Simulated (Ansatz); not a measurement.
An input meant for Zn(NH2)2 (ZnN2H4) (charge 0, triplet).

```yaml
crystal:
  periodic: [false, false, false]
  atoms:
    - {symbol: Zn, position_ang: [0.036181, -0.037163, 0.000064]}
    - {symbol: N, position_ang: [0.244217, -0.002089, 1.812823]}
    - {symbol: H, position_ang: [-0.096718, 0.843421, 2.271278]}
    - {symbol: H, position_ang: [-0.151070, -0.799656, 2.312202]}
    - {symbol: N, position_ang: [-0.004106, -0.246851, -1.812437]}
    - {symbol: H, position_ang: [0.807737, 0.118584, -2.311541]}
    - {symbol: H, position_ang: [-0.836251, 0.123742, -2.272379]}
basis:
  gaussian: {orbitals: aug-cc-pVDZ, final_grid: {core_spheres: 5, valence_spheres: 4, degree: 11}}
magnetization: {spin_polarized: true, initial_magnetization: 2}
hamiltonian: {xc: {name: revPBE}, dispersion: d3bjatm}
charge: 1
output: {forces: true}
```

```sh
$ ansatz run in.yaml --threads 4 --pin off --events-out ev --progress --plain --max-ram 3916MiB
```

Shortened log:

```
Error: YAML parse error: error: line 15 column 1: unknown field `charge`, expected one of crystal, accuracy, basis, kpoints, hamiltonian, magnetization, projection, total_charge, correlation, batch, efield, external_charges, scf, relax, neb, saddle, md, ramp, phonons, dielectric, real_time, elastic, magnetic_configurations, gw, evaluate, workflow, output, checkpoint, execution
13 | magnetization: {spin_polarized: true, initial_magnetization: 2}
14 | hamiltonian: {xc: {name: revPBE}, dispersion: d3bjatm}
15 | charge: 1
16 | output: {forces: true}
```

In this input the input holds a key that doesn't belong there (the charge goes under total_charge). The input was rejected before any iteration.
